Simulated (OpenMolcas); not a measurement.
## How basis sets differ on C3H12AlN (SMILES C[N+](C)(C)[AlH3-])

C3H12AlN has 17 atoms, charge 0, and is taken as a singlet. As SMILES, `C[N+](C)(C)[AlH3-]`. Geometry: relaxed at PBE0-D4/def2-TZVP.

Each level gives the dipole moment (D). The values are calculated.

```json
{"level": "HF/ANO-R0 (sfX2C)", "kind": "Hartree–Fock", "program": "OpenMolcas", "value (D)": "6.95", "CPU time": "7.8 s"}
{"level": "HF/ANO-RCC-MB (DKH2)", "kind": "Hartree–Fock", "program": "OpenMolcas", "value (D)": "5.33", "CPU time": "9.9 s"}
{"level": "HF/STO-3G", "kind": "Hartree–Fock", "program": "OpenMolcas", "value (D)": "5.14", "CPU time": "1.8 s"}
{"level": "HF/3-21G", "kind": "Hartree–Fock", "program": "OpenMolcas", "value (D)": "5.71", "CPU time": "3.3 s"}
{"level": "HF/6-31G* (spherical functions)", "kind": "Hartree–Fock", "program": "OpenMolcas", "value (D)": "5.52", "CPU time": "10 s"}
```

The values span 5.14 to 6.95 D. Magnitudes only. Sets without polarisation functions give poor dipoles. CPU times are rough (shared hosts, several kinds of processor and program).
